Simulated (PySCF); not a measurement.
Unknown compound

The spectra below were simulated for a compound C₂H₁₁O₂PSi₂.

¹H NMR (400 MHz, computed): δ 6.00 (m, 1H), 5.46 (m, 1H), 4.91 (q, 1H), 3.79 (s, 3H), 1.11 (m, 2H), 0.15 (d, 3H).

¹³C{¹H} NMR (computed): δ 50.8, 1.3.

- shieldings: GIAO PBE0/pcSseg-1
- coordinates at the GFN2-xTB level
- run in PySCF 2.14.0 with density-fitted response routines
- non-relativistic, one conformer, equivalent nuclei averaged, isolated molecule

δ = σ(ref) − σ, references computed at the same level: TMS for ¹H, ¹³C.

**Question.** What is the structure?

**Answer.** 
- 2 carbon signals for 2 carbons: no two carbons are equivalent.
- Carbon types of the structure: 2 × CH3, leaving 5 H on heteroatoms.
- δC 50.8: methyl carbon bonded to O; deshielded by the electronegative neighbour.
- δC 1.3: methyl carbon bonded to Si; an electropositive neighbour leaves it electron-rich and shielded.
- δH 6.00, 5.46: hydrogen on a silicon bonded to O, P.
- δH 4.91: hydrogen on a silicon bonded to C, 2 O.
- δH 3.79: hydrogen on a methyl carbon bonded to O; its carbon carries O, an electronegative neighbour.
- δH 1.11: hydrogen on a phosphorus bonded to Si.
- δH 0.15: hydrogen on a methyl carbon bonded to Si; an electropositive neighbour shields it, as in TMS itself.

These data were computed for SMILES C[Si@@H](OC)O[SiH2]P.

The data come from this structure; uniqueness wasn't tested.

Splittings by ³¹P in the carbon and heteronuclear signals aren't shown, as no couplings were computed. Shifts are as computed. Against solution values, carbons near 30 ppm lie about +3 ppm off and those near 130 ppm about +5 ppm. Of 1211 compounds with measured shifts, 218 miss one by over three times the rms of a fit or turn the order of signals round; such compounds aren't used in these exercises. Multiplicities follow the n + 1 count of equivalent neighbours, as no J values were calculated; m marks all less simple cases, F and P coupling included.
